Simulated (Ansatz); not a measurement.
The same ligand exchange along the group F, Cl, Br.

Computed with Ansatz on PBE0-D4/def2-TZVP structures; ΔE is electronic, products minus reactants. CCSD(T)/CBS adds triple-zeta CCSD(T) − MP2 to the extrapolated MP2 energy (def2 sets, frozen cores). This one scheme is used for every species. DFT in def2-TZVPP. B3LYP here is the variant with VWN-RPA as its local correlation; programs differ in this. def2 core potentials past Kr. For Br, In outer-core shells are correlated without core-valence functions, which leaves a few kJ/mol of doubt a bond. Scalar relativity is left out up to krypton. Each species was taken in one conformer, which may not be the lowest.

```csv
reaction,r2SCAN-D4 (eV),ωB97X-V (eV),PBE0-D4 (eV),B3LYP-D4 (eV),CCSD(T)/CBS(def2) (eV)
`[OH][InH][F]` + CH₃NH₂ → `C[NH][InH][OH]` + H–F,0.64,0.63,0.56,0.61,0.49
`[OH][InH][Cl]` + CH₃NH₂ → `C[NH][InH][OH]` + HCl,1.26,1.24,1.26,1.23,1.16
`[OH][InH][Br]` + CH₃NH₂ → `C[NH][InH][OH]` + HBr,1.36,1.34,1.38,1.33,1.29
```

Largest T1 diagnostic: 0.017, for `[OH][InH][F]`.
